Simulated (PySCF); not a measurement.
**Computed structure and properties of [Pr(CH3)2]+**

System: [Pr(CH3)2]+ (singlet in the valence; each metal's 4f electrons, 2 of them, lie in its core potential, out of spins and levels); start: displaced along the imaginary mode (C2). Method: PySCF 2.14.0, RKS PBE0, Pr lcecp-1-SVP with ECP48, C def2-SVP, H def2-SVP; non-relativistic Hamiltonian with scalar-relativistic core potentials where named; density fitting; no spin-orbit coupling.

Input of the relaxation:

```python
mol = gto.M(atom='''
Pr     0.00000    -0.00000    -0.27817
C      1.77982    -0.01748     1.24666
H      2.78364     0.21715     0.78170
H      1.57790     0.74462     2.06133
H      1.85974    -1.02599     1.75901
C     -1.77982     0.01748     1.24666
H     -2.78364    -0.21715     0.78170
H     -1.57790    -0.74462     2.06133
H     -1.85974     1.02599     1.75901''',
    basis={'Pr': 'lcecp-1-SVP', 'C': 'def2-SVP', 'H': 'def2-SVP'},
    ecp={'Pr': 'lcecp-1-SVP'},
    charge=1, spin=0)
mf = dft.RKS(mol, xc='PBE0')
mf.grids.atom_grid = (50, 194)  # f atoms: unpruned, at least (60, 302)
mf = mf.density_fit()  # fitting sets: Pr AutoAux, C def2-universal-JKFIT, H def2-universal-JKFIT
mf.conv_tol = 1e-08; mf.max_cycle = 55
mf.kernel(dm0)  # dm0: converged density of the start geometry
# quasi-Newton relaxation in Cartesian coordinates to a largest gradient under 0.00045 Eh/bohr, steps kept in the point group
```

Run from Python with OMP_NUM_THREADS=2; the lines above give its settings. Where DIIS fails, smearing, a level shift and second-order steps follow.
It took 89 s on 2 threads of Arm Neoverse V2 (shared host), from the converged density of the start.

Course of the relaxation:

```csv
step,energy above end (eV),largest force component within the symmetry (eV/Å)
0,0.0697,0.719
1,0.0074,0.062
2,0.0072,0.048
3,0.0070,0.022
4,0.0068,0.018
5,0.0067,0.036
6,0.0063,0.077
7,0.0059,0.066
20,0.0004,0.011
21,0.0003,0.051
22,0.0002,0.028
23,0.0001,0.024
24,0.0001,0.029
25,0.0000,0.011
```
(The steps between are left out.)

Relaxed geometry (C2):

```xyz
9

Pr    0.0000    0.0000   -0.2013
C     1.8283   -0.1196    1.2593
H     2.6691    0.5213    0.9277
H     1.5495    0.1988    2.2820
H     2.2258   -1.1516    1.3412
C    -1.8283    0.1196    1.2593
H    -2.6691   -0.5213    0.9277
H    -1.5495   -0.1988    2.2820
H    -2.2258    1.1516    1.3412
```

```
     contact      Å
Pr1–C2 (CH3)  2.343
Pr1–C6 (CH3)  2.343
```

On the finer grid (75, 302):

```
HOMO                                                          : -11.28 eV
LUMO                                                          : -6.74 eV
Dipole about the centre of mass                               : 3.78 D
Set of Mulliken populations of Pr1 outside the core potential : s 2.25, p 6.07, d 1.32, f 0.04
D3(BJ) dispersion energy (not in the energies)                : -0.131 eV
```

```csv
atom,Mulliken (e),Löwdin (e),spin (e)
Pr1,1.32,1.20,0.00
C2,-0.54,-0.34,0.00
H3,0.12,0.08,0.00
H4,0.13,0.08,0.00
H5,0.12,0.08,0.00
C6,-0.54,-0.34,0.00
H7,0.12,0.08,0.00
H8,0.13,0.08,0.00
H9,0.12,0.08,0.00
```

The 4f levels lie in the core potential and are missing. Their spin isn't counted.

On the grid (50, 194), as all that follows. Harmonic modes: a minimum within the noise of the softest modes; lowest 32 cm⁻¹ (negative: unstable), highest 3114 cm⁻¹, zero-point energy 1.783 eV.

Taking off one CH3 (charge -1, singlet; the rest: singlet) in vacuum, both parts rigid, costs 15.08 eV; the small basis without counterpoise inflates it. Most of it is the attraction of opposite charges; other ways to part are cheaper, and one spin state was tried for the rest.

Rigid scan of CH3 along the line from its metal:

(distance to C2 (Å), energy (eV)): (2.04, 0.709), (2.14, 0.277), (2.24, 0.061), (2.34, 0.000), (2.44, 0.048), (2.54, 0.172), (2.74, 0.553), (3.04, 1.258), (3.44, 2.178), (3.94, 3.116)

One start shape was tried, so this needn't be the lowest isomer.

An lcecp potential fixes the number of 4f electrons, so in runs with it no electron can move into or out of that shell.
